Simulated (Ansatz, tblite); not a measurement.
Isomers of KPbBr₃ (singlet), found by a short tight-binding search and relaxed with B3LYP-D4/def2-SVP in Ansatz.

In the def2 sets Pb takes a core potential; there is no spin–orbit coupling. The xTB rows come from tblite. Correlated methods freeze 36 core orbitals; core or outer-core shells of K, Pb, Br are correlated, in sets that lack core-valence functions.

Run but left out: PBE-D4/def2-TZVP, r2SCAN-D4/def2-TZVP (A: an occupied level 0.04 to 0.07 eV above an empty one); PBE0-D4/def2-TZVP, LC-ωPBE/def2-TZVP, B2PLYP/def2-TZVP (A: restricted singlet whose occupied levels cross empty ones at other levels, untested at these).

Other spin states were run for one of them alone.

A:

| atom | x (Å) | y (Å) | z (Å) |
| --- | --- | --- | --- |
| K1 | -1.374 | -0.186 | -0.388 |
| Pb2 | 2.930 | 0.572 | 0.831 |
| Br3 | -4.044 | -1.020 | -1.158 |
| Br4 | 0.728 | 0.132 | 2.295 |
| Br5 | 1.761 | 0.502 | -1.580 |

B:

```xyz
5

K     1.534   -0.854    1.128
Pb   -1.245    0.693   -0.916
Br   -0.780    1.270    1.779
Br   -0.980   -2.052   -0.464
Br    1.471    0.943   -1.528
```

Problem. Estimate which lies lowest at each level, and how far above it the others are (kJ/mol).

Solution. 
```json
{"level": "GFN2-xTB", "A": "144.0", "B": "0.0"}
{"level": "HF/def2-SVP", "A": "149.3", "B": "0.0"}
{"level": "MP2/def2-SVP", "A": "171.9", "B": "0.0"}
{"level": "CCSD/def2-SVP", "A": "164.6", "B": "0.0"}
{"level": "CCSD(T)/def2-SVP", "A": "165.7", "B": "0.0"}
```
Point groups (tolerance 0.1 Å): A Cs, B C3v. Lower isomers may exist.
